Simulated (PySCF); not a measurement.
Ligands exchanged one at a time, Ge OCH3-I. Isolated molecules, 0 K electronic values unless said otherwise. One relaxed conformer stands for each flexible species; it need not be the lowest. Strings in code marks are SMILES. In the def2 sets, heavy atoms carry core potentials. All members: neutral, multiplicity 1. Level: M06-2X/def2-TZVP // PBE0-D3(BJ)/def2-SVP (PySCF), beside PBE-D3(BJ)/def2-TZVP // PBE0-D3(BJ)/def2-SVP (PySCF) at the same geometries. 

| species | HOMO–LUMO gap, PBE (eV) | HOMO–LUMO gap, M06-2X (eV) |
|---|---|---|
| `[I][Ge]([I])([I])[I]` | 2.53 | 6.39 |
| `C[O][Ge]([I])([I])[I]` (C–O–Ge–I torsion 180°) | 2.99 | 6.93 |
| `C[O][Ge]([I])([I])[O]C` (C–O–Ge–I torsion -63°, I–Ge–O–C torsion -178°) | 3.67 | withheld |
| `C[O][Ge]([I])([O]C)[O]C` | 4.65 | 9.12 |
| `C[O][Ge]([O]C)([O]C)[O]C` | 5.62 | 10.86 |

Task: Fit y = a + b·x, y being the HOMO–LUMO gap at the first level, to the 4 complete rows by least squares, with x = the PBE value in eV. Give a, b and the rms residual, and predict the withheld value.

Result: Means of the 4 rows: x̄ = 3.9475, ȳ = 8.325 eV. Σ(x − x̄)² = 6.2169 and Σ(x − x̄)(y − ȳ) = 8.8768, so b = 1.428 and a = ȳ − b·x̄ = 2.688 eV. The rms residual is 0.136 eV. At x = 3.67 the line gives 7.93 eV. The run for `C[O][Ge]([I])([I])[O]C` (C–O–Ge–I torsion -63°, I–Ge–O–C torsion -178°) gave 7.78 eV, so the line is off by 0.15 eV, within twice the rms residual.

Codes: PySCF.
